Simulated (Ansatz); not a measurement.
A nudged elastic band was laid between two geometries of CH2ClNSn (6 atoms, charge 0, multiplicity 1).

All numbers below come from RKS B3LYP/def2-SVP (Ansatz 0.2.0).

```yaml
movable_images: 5
climbing_image: yes
spring: 5.0 eV/Å²
optimiser: quadratic models (default)
start_path: through a guess of the saddle point
force_threshold: 0.05 eV/Å
iteration_limit: 60
end_points: relaxed
```

Image 0:

```xyz
6
Properties=species:S:1:pos:R:3
N 1.829 -1.634 1.090
C 1.063 -0.889 0.634
Sn -0.322 0.499 -0.201
Cl -1.977 -0.801 -1.262
H 0.498 1.406 -1.390
H -1.049 1.354 1.083
```

Image 6:

```xyz
6
Properties=species:S:1:pos:R:3
N 0.823 0.161 -0.067
C 1.838 -0.373 -0.175
Sn -1.498 1.218 -0.125
Cl -2.405 -0.879 -0.997
H 2.787 -0.880 -0.275
H -1.504 0.688 1.593
```

Question: Which bonds break or form, and what moves?

Answer: Bonds broken: C2–Sn3, Sn3–H5. Bonds formed: C2–H5.

Question: Give the energies along the band, and the barrier.

Answer: It converged. The highest image is number 1 of 0 to 6, 2.23 eV above the first end and 2.56 eV above the last; the last end lies 0.33 eV below the first. Neighbouring images differ by up to 2.2 eV, so the band resolves the path poorly. A vibrational analysis at the climbing image gives one clearly imaginary mode, 1160i cm⁻¹: a first-order saddle point. The orbitals stay closed-shell, which can raise the energy where a bond breaks towards radicals; this wasn't checked here.

| image | path coordinate (Å) | energy (eV) | C2–Sn3 (Å) | Sn3–H5 (Å) | C2–H5 (Å) |
| --- | --- | --- | --- | --- | --- |
| 0 | 0.00 | 0.00 | 2.13 | 1.71 | 3.11 |
| 1 | 1.61 | 2.23 | 2.40 | 1.78 | 1.56 |
| 2 | 2.53 | 0.37 | 3.17 | 2.53 | 1.09 |
| 3 | 3.45 | 0.14 | 3.33 | 3.24 | 1.08 |
| 4 | 4.38 | -0.01 | 3.38 | 3.90 | 1.08 |
| 5 | 5.30 | -0.22 | 3.55 | 4.47 | 1.08 |
| 6 | 6.22 | -0.33 | 3.70 | 4.77 | 1.08 |

Question: What is the geometry of the highest image?

Answer: 
```xyz
6
Properties=species:S:1:pos:R:3:forces:R:3
N 2.013 -1.215 0.721 0.00 0.00 0.00
C 1.035 -0.622 0.467 0.00 0.00 0.00
Sn -0.658 0.838 -0.419 0.00 0.00 0.00
Cl -2.206 -0.733 -1.299 0.00 0.00 0.00
H 1.059 0.433 -0.685 0.00 0.00 0.00
H -1.201 1.235 1.169 0.00 0.00 0.00
```

The run took 4.7 min on 2 threads of Arm Neoverse V1 (shared host), peak memory 0.17 GiB.
